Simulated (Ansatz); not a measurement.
`CCCBO` → `CC(C)BO`  (isomerisation)

Computed with Ansatz on PBE0-D4/def2-TZVP structures; ΔE is electronic, products minus reactants. CBS: MP2 limit from def2 TZ/QZ plus the TZ coupled-cluster correction, frozen cores. DFT in def2-TZVPP. One conformer a species, not always the lowest.

`CCCBO`:

```xyz
14

C     0.923    1.677   -0.434
C    -0.159    0.663   -0.103
C     0.374   -0.752    0.091
B    -0.672   -1.869    0.436
O    -1.998   -1.629    0.567
H     1.670    1.724    0.364
H     0.512    2.681   -0.566
H     1.445    1.404   -1.355
H    -0.907    0.669   -0.905
H    -0.683    0.987    0.806
H     0.920   -1.076   -0.807
H     1.142   -0.762    0.878
H    -0.338   -3.010    0.605
H    -2.228   -0.705    0.425
```

`CC(C)BO`:

Cartesian coordinates in Å:
```
C -1.341 0.374 -0.570
C -0.032 -0.287 -0.133
C 1.143 0.269 -0.941
B 0.208 -0.039 1.403
O 0.302 -1.027 2.323
H -2.206 -0.036 -0.043
H -1.509 0.237 -1.643
H -1.316 1.450 -0.376
H -0.108 -1.366 -0.334
H 0.978 0.131 -2.015
H 2.087 -0.219 -0.685
H 1.265 1.341 -0.761
H 0.321 1.078 1.834
H 0.207 -1.905 1.941
```

| level | ΔE (kcal/mol) |
| --- | --- |
| PBE0-D4 | 1.9 |
| CCSD/CBS(def2) | 1.9 |

Q: What does CCSD(T)/CBS give? (Best estimate.)

A: The calculation gave: +1.7 kcal/mol. The listed levels differ from it by 0.2, 0.2 kcal/mol.

Largest T1 diagnostic among the species: 0.011.
